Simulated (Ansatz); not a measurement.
Ba(F)2 cation (BaF2), SMILES [F][Ba][F] (connectivity only; charge and spin as stated), charge +1, multiplicity 2.

The structure is a stationary point at B3LYP-D3(BJ)/def2-TZVP. The multiplicity is an assumed one; other spin states were not compared. The isomer is the one that the SMILES or the coordinates give; other isomers of the formula were not compared. The def2 effective core potentials stand for the cores of Ba; spin–orbit coupling is left out.

Two levels are set side by side: PBE/def2-TZVPD (Ansatz, an electronic-structure program) and PBE0/def2-TZVPD (Ansatz). Energy differences of separate SCF runs at the same geometry; the states with an electron removed or added have multiplicity 3 and 1. Differences are taken from unrounded values.

```
quantity                          PBE0
-------------------------------  -----
vertical ionisation energy (eV)  17.45
vertical electron affinity (eV)   7.16
```

**Question.** What does PBE give, and how far is it from PBE0? (An estimate is asked for; the answer gives what the named calculation found.)

**Answer.** 
```json
[
 {"quantity": "vertical ionisation energy (eV)", "PBE": "17.53", "PBE minus PBE0": "0.08"},
 {"quantity": "vertical electron affinity (eV)", "PBE": "7.17", "PBE minus PBE0": "0.00"}
]
```

On these quantities the two levels nearly agree.
